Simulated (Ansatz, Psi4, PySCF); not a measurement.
Conformational energy of C7H14, SMILES C=CCC(C)(C)C, singlet. Scanned: dihedral C1–C2–C3–C4; all other coordinates were relaxed at B3LYP-D3(BJ)/def2-SVP. Points at φ and −φ are mirror images.

Atom numbering (GFN2-xTB optimised geometry, Å):
```
21

C      2.8251    -0.3061     0.4804
C      1.7678    -0.5828    -0.2598
C      0.7089     0.4088    -0.6201
C     -0.6581     0.1332     0.0438
C     -1.6407     1.2170    -0.4079
C     -1.1979    -1.2359    -0.3746
C     -0.5114     0.1841     1.5651
H      2.9930     0.6799     0.8829
H      3.5705    -1.0473     0.7155
H      1.6325    -1.5816    -0.6531
H      0.5724     0.3989    -1.7053
H      1.0399     1.4082    -0.3294
H     -2.6108     1.0701     0.0623
H     -1.7764     1.1878    -1.4871
H     -1.2760     2.2051    -0.1354
H     -0.5758    -2.0360     0.0179
H     -1.2319    -1.3215    -1.4588
H     -2.2065    -1.3742     0.0098
H     -0.1580     1.1626     1.8825
H      0.2020    -0.5630     1.9052
H     -1.4685    -0.0073     2.0456
```

- RHF/cc-pVDZ // B3LYP-D3(BJ)/def2-SVP (Ansatz, a program for electronic structure)
- PBE-D3(BJ)/def2-TZVP // B3LYP-D3(BJ)/def2-SVP (Psi4)
- PBE/def2-TZVP // B3LYP-D3(BJ)/def2-SVP (Psi4)
- RKS-M06-2X/6-31G* = restricted M06-2X/6-31G*, spherical d, density fitting // B3LYP-D3(BJ)/def2-SVP (PySCF)
- RMP2/3-21G = restricted MP2 (frozen core)/3-21G // B3LYP-D3(BJ)/def2-SVP (PySCF 2.14.0)
- CCSD(T)/cc-pVDZ = CCSD(T) on RHF/cc-pVDZ, frozen core // B3LYP-D3(BJ)/def2-SVP run with Ansatz

Energies in kJ/mol, each method relative to its own lowest point.

```csv
φ / °,RHF/cc-pVDZ,PBE-D3(BJ)/def2-TZVP,PBE/def2-TZVP,RKS-M06-2X/6-31G*,RMP2/3-21G,CCSD(T)/cc-pVDZ
-165,7.6,7.7,6.8,9.2,9.6,8.2
-135,0.3,1.2,0.6,2.4,2.5,1.5
-105,0.0,0.0,0.0,0.0,0.0,0.0
-75,10.3,7.3,7.9,6.8,7.2,7.5
-45,21.6,17.3,17.8,19.4,20.5,19.0
-15,18.5,14.6,15.3,16.1,20.2,16.6
15,18.5,14.6,15.3,16.1,20.2,16.6
45,21.6,17.3,17.8,19.4,20.5,19.0
75,10.3,7.3,7.9,6.8,7.2,7.5
105,0.0,0.0,0.0,0.0,0.0,0.0
135,0.3,1.2,0.6,2.4,2.5,1.5
165,7.6,7.7,6.8,9.2,9.6,8.2
```

Root-mean-square difference from the CCSD(T)/cc-pVDZ profile, itself a level with limits, after the best constant shift (kJ/mol): RHF/cc-pVDZ 1.6, PBE-D3(BJ)/def2-TZVP 0.8, PBE/def2-TZVP 0.7, RKS-M06-2X/6-31G* 0.7, RMP2/3-21G 1.3.
